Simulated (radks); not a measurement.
Ti2+, configuration [Ar] 3d2. Method: Dirac Kohn-Sham, LDA (Slater exchange, Perdew-Wang correlation), spin-unpolarised, spherical densities, finite nucleus; open shells fill j = l - 1/2 first; Fermi nuclear charge, rms radius 3.5921 fm; computed with a radial shooting solver on a logarithmic mesh with Libxc functionals.

Normalised radial functions P(r) = r R(r) (large component), r in bohr:

r          3d3/2
0.00229   0.0000
0.002582  0.0000
0.002935  0.0000
0.003309  0.0000
0.003761  0.0000
0.00424   0.0000
0.004781  0.0000
0.005434  0.0000
0.006127  0.0000
0.006963  0.0000
0.007851  0.0000
0.008852  0.0000
0.01006   0.0001
0.01134   0.0001
0.01289   0.0001
0.01454   0.0002
0.01639   0.0003
0.01863   0.0004
0.021     0.0005
0.02387   0.0008
0.02691   0.0011
0.03035   0.0015
0.03449   0.0021
0.03889   0.0030
0.0442    0.0042
0.04983   0.0058
0.05618   0.0079
0.06386   0.0111
0.072     0.0150
0.08183   0.0207
0.09226   0.0277
0.104     0.0369
0.1182    0.0496
0.1333    0.0650
0.1503    0.0844
0.1708    0.1102
0.1926    0.1401
0.2189    0.1786
0.2468    0.2215
0.2783    0.2711
0.3163    0.3311
0.3566    0.3933
0.4053    0.4643
0.457     0.5329
0.5152    0.6007
0.5856    0.6685
0.6603    0.7239
0.7504    0.7701
0.8461    0.7981
0.954     0.8089
1.084     0.8009
1.222     0.7753
1.389     0.7304
1.567     0.6739
1.766     0.6062
2.007     0.5249
2.263     0.4439
2.572     0.3568
2.9       0.2786
3.27      0.2075
3.717     0.1427
4.191     0.0942
4.763     0.0559
5.37      0.0315

3d3/2: eigenvalue -19.945 eV, 0 radial nodes, <r> = 1.43 bohr, 90 % of the charge inside 2.43 bohr.
